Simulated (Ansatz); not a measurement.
Reaction (formal exchange of groups at a B–H bond): `CBS` + `[SiH3]SC1CO1` → `CB([SiH3])S` + `SC1CO1`

Calculated with Ansatz (gas phase, PBE0-D4/def2-TZVP geometries, no zero-point term in ΔE). CBS: MP2 limit from def2 TZ/QZ plus the TZ coupled-cluster correction, frozen cores. DFT in def2-TZVPP. B3LYP here is the variant with VWN-RPA as its local correlation; programs differ in this. One conformer a species, not always the lowest.

`CBS`:

Z-matrix (Å, degrees):
```
C
B 1 1.558
H 1 1.096 2 109.5
H 1 1.096 2 109.6 3 115.0
H 1 1.092 2 115.2 3 -122.5
S 2 1.782 1 119.7 3 122.5
H 2 1.195 1 121.8 3 -57.5
H 6 1.343 2 98.9 1 -180.0
```

`[SiH3]SC1CO1`:

```xyz
11

Si   -0.707    0.319   -2.004
S    -1.276   -0.344   -0.053
C     0.354   -0.423    0.681
C     0.507   -0.129    2.101
O     0.965    0.773    1.105
H    -1.939    0.235   -2.826
H     0.344   -0.580   -2.550
H    -0.196    1.711   -1.991
H     1.027   -1.133    0.205
H     1.284   -0.631    2.672
H    -0.363    0.203    2.660
```

`CB([SiH3])S`:

Z-matrix (Å, degrees):
```
C
B 1 1.563
H 1 1.096 2 110.0
H 1 1.096 2 109.9 3 -115.4
H 1 1.093 2 114.7 3 122.4
Si 2 2.023 1 121.4 3 57.2
S 2 1.776 1 123.6 3 -122.8
H 6 1.492 2 109.9 1 -59.0
H 6 1.488 2 113.3 1 179.9
H 6 1.492 2 109.9 1 58.7
H 7 1.349 2 99.9 1 0.1
```

`SC1CO1`:

```xyz
8

S     0.654   -0.895   -1.593
C     0.004   -0.667    0.048
C    -0.423    0.610    0.599
O     0.783   -0.017    1.024
H     0.981    0.390   -1.801
H    -0.487   -1.580    0.380
H    -1.217    0.647    1.341
H    -0.295    1.511    0.003
```

```json
{"level": "PBE-D4", "ΔE (kJ/mol)": "63.5", "difference from CCSD(T)/CBS": "-9.1"}
{"level": "B3LYP-D4", "ΔE (kJ/mol)": "70.9", "difference from CCSD(T)/CBS": "-1.7"}
{"level": "ωB97X-V", "ΔE (kJ/mol)": "71.8", "difference from CCSD(T)/CBS": "-0.8"}
{"level": "ωB97M-V", "ΔE (kJ/mol)": "74.6", "difference from CCSD(T)/CBS": "2.0"}
{"level": "PBE0", "ΔE (kJ/mol)": "68.5", "difference from CCSD(T)/CBS": "-4.1"}
{"level": "HF/def2-TZVPP", "ΔE (kJ/mol)": "83.7", "difference from CCSD(T)/CBS": "11.1"}
{"level": "CCSD/def2-TZVPP", "ΔE (kJ/mol)": "71.1", "difference from CCSD(T)/CBS": "-1.5"}
{"level": "HF/def2-QZVPP", "ΔE (kJ/mol)": "84.2", "difference from CCSD(T)/CBS": "11.6"}
{"level": "MP2/def2-QZVPP", "ΔE (kJ/mol)": "80.3", "difference from CCSD(T)/CBS": "7.7"}
{"level": "SCS-MP2/def2-QZVPP", "ΔE (kJ/mol)": "79.3", "difference from CCSD(T)/CBS": "6.7"}
{"level": "CCSD(T)/CBS", "ΔE (kJ/mol)": "72.6", "difference from CCSD(T)/CBS": "0"}
```

Largest T1 diagnostic among the species: 0.014.

From PBE to PBE0 (25 % exact exchange), in def2-TZVPP and without D4, ΔE moves by +4.6 kJ/mol. In def2-TZVPP, CCSD(T) changes the Hartree–Fock value by −13.7 kJ/mol (the triples alone add −1.1 kJ/mol) and MP2 by −5.0 kJ/mol.
